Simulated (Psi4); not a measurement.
Intermolecular potential of O2S ··· H6Si2 (SMILES O=S=O and [SiH3][SiH3]). Monomers: optimised at B3LYP-D3(BJ) (def2-TZVP), held rigid. Orientation: lowest of the rigid-body minima from ten starts at GFN2-xTB. R is the distance of the centres of mass, along which the second monomer moves.

Computed with Psi4 with SAPT0/jun-cc-pVDZ, frozen core.

Components in kJ/mol:

| R / Å | electrostatics | exchange | induction | dispersion | total |
|---|---|---|---|---|---|
| 2.57 | -166.41 | 436.98 | -117.95 | -68.20 | 84.42 |
| 2.81 | -90.36 | 239.07 | -61.68 | -45.08 | 41.96 |
| 3.02 | -52.18 | 137.92 | -34.13 | -31.49 | 20.13 |
| 3.19 | -33.25 | 87.13 | -20.98 | -23.68 | 9.21 |
| 3.41 | -18.55 | 47.29 | -11.19 | -16.52 | 1.02 |
| 3.56 | -12.52 | 30.88 | -7.34 | -13.01 | -1.99 |
| 3.92 | -5.08 | 10.80 | -2.78 | -7.48 | -4.54 |
| 4.17 | -2.88 | 5.12 | -1.49 | -5.19 | -4.44 |
| 4.72 | -1.04 | 0.95 | -0.45 | -2.45 | -2.99 |
| 5.36 | -0.45 | 0.12 | -0.15 | -1.12 | -1.59 |
| 6.39 | -0.17 | 0.00 | -0.04 | -0.38 | -0.58 |
| 7.69 | -0.07 | 0.00 | -0.01 | -0.12 | -0.20 |
